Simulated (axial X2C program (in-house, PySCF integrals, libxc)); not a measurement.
# SnP: cheaper levels and CCSD(T), two-component

All values were computed with an in-house relativistic program for diatomic molecules. Two-component (2c) means X2C with spin–orbit coupling and atomic mean-field two-electron Coulomb and Gaunt terms. Basis: Sn dyall-cv3z [11s12p9d4f1g], P dyall-v3z [8s7p2d1f] (cores contracted in-house); Gaussian nuclei, density fitting, unrestricted open shells. Masses: Sn 119.902 u, P 30.974 u.

State: Ω = 3/2 (⟨Sz⟩ = 0.50, ⟨Lz⟩ = 1.00 at HF); fragments Sn + P.

```tsv
level	Re (Å)	ωe (cm⁻¹)
HF	2.472	296.1
CCSD	2.358	389.2
TPSS	2.368	391.2
```

Correlated methods: 9 electrons correlated (number of frozen shells: Sn 4 s, 3 p, 2 d; P 2 s, 1 p), 229 virtual spin orbitals or spinors in MP2, 90 natural virtuals in coupled cluster.

CCSD(T), same Hamiltonian and basis:

Re = 2.357 Å, ωe = 401.1 cm⁻¹; T1 = 0.078 (Lee–Taylor normalisation).

Problem. Give the differences from CCSD(T) in the columns below.

Solution. 

| level | ΔRe (Å) | Δωe (cm⁻¹) |
| --- | --- | --- |
| HF | 0.115 | -105 |
| CCSD | 0.001 | -12 |
| TPSS | 0.011 | -10 |

Occupations by symmetry block were frozen at the best pattern of an incomplete PBE0 search. De is not given where an atomic determinant may have missed its ground term or J level, or where the truncated virtual space spoils (T). Density functionals use the spin component along the axis (collinear). Coupled cluster ran in a truncated set of natural virtual spinors; the MP2 energy of the rest was added. (T) has no such correction and the atoms are truncated less, which lowers De at CCSD(T) by a hundredth of an eV or more. PBE0 can misorder states that lie within some tenths of an eV, so this need not be the ground state of the molecule. The nearest other 2c determinant of the search, Ω = 1/2, lies 0.11 eV up at the distance of the search. Without a current term, density functionals place determinants with orbital angular momentum somewhat too high. At some level and bond length an empty orbital lies below a filled one. The determinant is spin-polarised beyond a pure state at some levels (its spin-free form has ⟨S²⟩ too high), which makes Re and μ there less reliable. The T1 diagnostic is large, a sign of multireference character. The stretched end of a curve changes character and is left out. With the outer-core shells frozen, correlated bond lengths of heavy atoms tend to come out a few hundredths of an ångström too long.
